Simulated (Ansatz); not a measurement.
System: C4H2BrSe, net charge 0, doublet state. It need not be the lowest isomer of its formula. 
Geometry from a B3LYP-D3(BJ)/def2-TZVP (Ansatz, an electronic-structure program) optimisation:
```
C
C 1 1.3570
H 2 1.0773 1 127.74
C 1 1.4109 2 113.41 3 180.00
C 4 1.3300 1 120.20 2 0.00
H 5 1.0763 4 131.55 1 180.00
Se 2 1.8759 3 121.19 1 180.00
Br 1 1.8947 2 124.05 3 0.00
```
Charge 0, spin multiplicity 2.

Parts of the frozen-core correlation energy in cc-pVTZ (Ansatz, hartree). Frozen orbitals: 32; correlated occupied orbitals by spin: 16 and 15; virtual: 186 and 187. UHF or UKS for open shells. No spin-orbit coupling. Non-relativistic.

| term | value |
|---|---|
| reference (HF) | -5124.93797 |
| MP2 opposite-spin | -0.64516 |
| MP2 same-spin | ? |
| CCSD correlation | ? |
| (T) | ? |
| T1 diagnostic | 0.043 |
| largest doubles amplitude | 0.055 |
| <S^2> of the reference | 1.192 |

### Question
Complete the blanks.

### Answer

- MP2 same-spin, value: -0.23058
- CCSD correlation, value: -0.93133
- (T), value: -0.05325
